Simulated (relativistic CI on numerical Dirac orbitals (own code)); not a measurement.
Judd-Ofelt analysis for Yb4+

Method of calculation: Dirac-Coulomb-Breit CI, separate exchange-only KLI orbitals for each configuration, model QED (radiative potential, 1s self-energy scaled to tabulated hydrogen-like ionisation energies), valence Slater integrals scaled by 0.7 (own radial code, finite nucleus).

Configuration 4f12 alone, in intermediate coupling. Take Ω₂ = 0.77, Ω₄ = 5.73, Ω₆ = 2.36 (10⁻²⁰ cm²) and refractive index n = 1.77 as given. A_ED = 64π⁴e²ν³ n(n² + 2)²/[27h(2J + 1)] Σ Ω_λ |U^λ|², in Gaussian units with ν in cm⁻¹, and A_MD is n³ times the free-ion magnetic-dipole rate; a dash marks a rate that is forbidden or under 2 % of the level's free-ion decay.

Emitting level 3P_2 at 28369 cm⁻¹ (radiative decay alone: multiphonon quenching in a host is left out, and the level can lie too high or too low):

```csv
To,ν (cm⁻¹),U² squared,U⁴ squared,U⁶ squared,Free-ion A(M1) (s⁻¹)
3H_6,28369,0.0000,0.3334,0.1173,-
3F_4,23407,0.5234,0.1008,0.0188,-
3H_5,18938,0.0000,0.0000,0.0359,-
3H_4,14762,0.1573,0.0073,0.2405,-
3F_2,13027,0.0660,0.2840,0.0000,14.1
3F_3,12863,0.1768,0.0645,0.0000,19.8
1G_4,5834,0.1744,0.2200,0.0148,-
```

**Question.** Give the rates, branching ratios and the radiative lifetime.

**Answer.** The rates are:

```csv
To,λ (nm),A_ED (s⁻¹),A_MD (s⁻¹),β (%)
3H_6,353,37400,0,70.0
3F_4,427,9860,0,18.4
3H_5,528,431,0,0.8
3H_4,677,1760,0,3.3
3F_2,768,2780,78,5.3
3F_3,777,807,110,1.7
1G_4,1714,213,0,0.4
```

τ_rad = 1.87e-05 s. Computed level positions enter as ν³, so measured ones would change the rates. For the strongest line (353 nm) and an assumed effective width Δλ = 3.7 nm (300 cm⁻¹), the Füchtbauer-Ladenburg formula σ = λ⁴A/(8πcn²Δλ) gives a peak emission cross-section of 6.6 × 10⁻²⁰ cm². The line to 3F_4 has a large U² element and is therefore hypersensitive to the surroundings through Ω₂.
